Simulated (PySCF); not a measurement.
**What settings do to a single point of [TaCl4]+**

The sound run of [TaCl4]+ (singlet) uses PySCF 2.14.0, RKS PBE0, Ta def2-SVP with ECP60, Cl def2-SVP; non-relativistic Hamiltonian with scalar-relativistic core potentials where named; density fitting; no spin-orbit coupling, grid (50, 194), threshold 1e-8 Eh and 55 cycles, at the relaxed geometry:

```xyz
5

Ta    0.0000    0.0000    0.0000
Cl    1.2817    1.2817    1.2817
Cl   -1.2817   -1.2817    1.2817
Cl    1.2817   -1.2817   -1.2817
Cl   -1.2817    1.2817   -1.2817
```

There Ta1 has a Mulliken charge of 0.97 e and the dipole about the centre of mass is 0.00 D. Each run below changes one thing and starts from free metal ions and neutral atoms unless it says otherwise; with 55 cycles, smearing, a level shift and second-order steps follow where DIIS fails, and their cycles count. Energy shifts count from the sound run.

```
                                          change  outcome  cycles  energy shift (eV)  largest force component (eV/Å)  charge on Ta1 (e)  dipole about the centre of mass (D)
charge changed by +5, spin kept, limit 89 cycles  refused       –                  –                               –                  –                                    –
             spin (2S) set to 3, limit 93 cycles  refused       –                  –                               –                  –                                    –
```

Question: One further run converged with energy shift (eV) 0.0057, largest force component (eV/Å) 0.01, charge on Ta1 (e) 0.97, dipole about the centre of mass (D) 0.00. Which change was it?
A. threshold 1e-05
B. grid (99, 590)
C. start from a density of up to 30 smeared cycles (not counted)

Answer: B.

Question: And the other changes listed?

Answer: 
```tsv
change	outcome	cycles	energy shift (eV)	largest force component (eV/Å)	charge on Ta1 (e)	dipole about the centre of mass (D)
start from a density of up to 30 smeared cycles (not counted)	converged	6	0.0000	0.00	0.97	0.00
threshold 1e-05	converged	6	0.0000	0.00	0.97	0.00
```

Forces carry noise of the integration grid, about 0.01 to 0.03 eV/Å.
